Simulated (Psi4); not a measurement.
Approach curve of the dimer H3ClSi ··· H3B (SMILES [SiH3]Cl and B). Monomers: optimised at B3LYP-D3(BJ) (def2-TZVP), held rigid. Orientation: lowest of the rigid-body minima from ten starts at GFN2-xTB (searched outside a hard wall at short contacts). Only R, the distance of the centres of mass, is varied, so the lowest point isn't the relaxed dimer. The shortest distances reach bonding range, where SAPT0 and rigid monomers are unreliable.

Levels: revPBE-D3(BJ)/def2-TZVP, counterpoise-corrected (Psi4); SAPT0/jun-cc-pVDZ, frozen core (Psi4).

Interaction energies in kcal/mol:

```json
[
 {"R / Å": "2.30", "revPBE-D3(BJ)/def2-TZVP": "24.37"},
 {"R / Å": "2.49", "revPBE-D3(BJ)/def2-TZVP": "7.64"},
 {"R / Å": "2.69", "revPBE-D3(BJ)/def2-TZVP": "-0.16"},
 {"R / Å": "2.89", "revPBE-D3(BJ)/def2-TZVP": "-3.11"},
 {"R / Å": "3.09", "revPBE-D3(BJ)/def2-TZVP": "-3.79"},
 {"R / Å": "3.30", "revPBE-D3(BJ)/def2-TZVP": "-3.56"},
 {"R / Å": "3.60", "revPBE-D3(BJ)/def2-TZVP": "-2.80"},
 {"R / Å": "3.91", "revPBE-D3(BJ)/def2-TZVP": "-2.07"},
 {"R / Å": "4.38", "revPBE-D3(BJ)/def2-TZVP": "-1.29"},
 {"R / Å": "5.12", "revPBE-D3(BJ)/def2-TZVP": "-0.59"},
 {"R / Å": "6.10", "revPBE-D3(BJ)/def2-TZVP": "-0.21"},
 {"R / Å": "7.36", "revPBE-D3(BJ)/def2-TZVP": "-0.06"}
]
```

Q: Estimate the SAPT0/jun-cc-pVDZ values at these points.

A: 2.30: 30.93; 2.49: 14.41; 2.69: 5.88; 2.89: 1.70; 3.09: -0.31; 3.30: -1.22; 3.60: -1.51; 3.91: -1.33; 4.38: -0.87; 5.12: -0.40; 6.10: -0.16; 7.36: -0.07 (kcal/mol).
